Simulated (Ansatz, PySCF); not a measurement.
Al(Me)2(NH3) (C₂H₉AlN), SMILES [CH3][Al+]([CH3])<-[NH3] (connectivity only; charge and spin as stated), charge +1, multiplicity 1.

Geometry optimised at r2SCAN-D4/def2-SVP. The multiplicity is an assumed one; no other spin state was optimised. The isomer is the one that the SMILES or the coordinates give; other isomers of the formula were not compared.

Vertical ionisation energy (IE) and electron affinity (EA) in eV. Rows of orbital energies are one-electron estimates. Where ΔSCF, EOM or ADC give a negative EA the extra electron is unbound and the value depends on the basis.

```json
[
 {"level": "−ε(HOMO), −ε(LUMO), ωB97X/def2-TZVP (PySCF)", "IE": "15.11", "EA": "3.44"},
 {"level": "−ε(HOMO), −ε(LUMO), PBE/def2-TZVP (PySCF)", "IE": "11.45", "EA": "6.23"},
 {"level": "ΔSCF, CAM-B3LYP/def2-SVPD (Ansatz), final states of multiplicity 2 and 2", "IE": "15.07", "EA": "3.76"},
 {"level": "ΔSCF, PBE/def2-SVPD (Ansatz), final states of multiplicity 2 and 2", "IE": "14.67", "EA": "3.96"}
]
```

What vertical singlet–triplet gap does ΔSCF give with CAM-B3LYP/def2-SVPD (Ansatz, a program for electronic structure) and with PBE/def2-SVPD (Ansatz)? (Estimate from the structure and the level; the computed values follow.)

5.64 and 5.03 eV (triplet above singlet where positive).
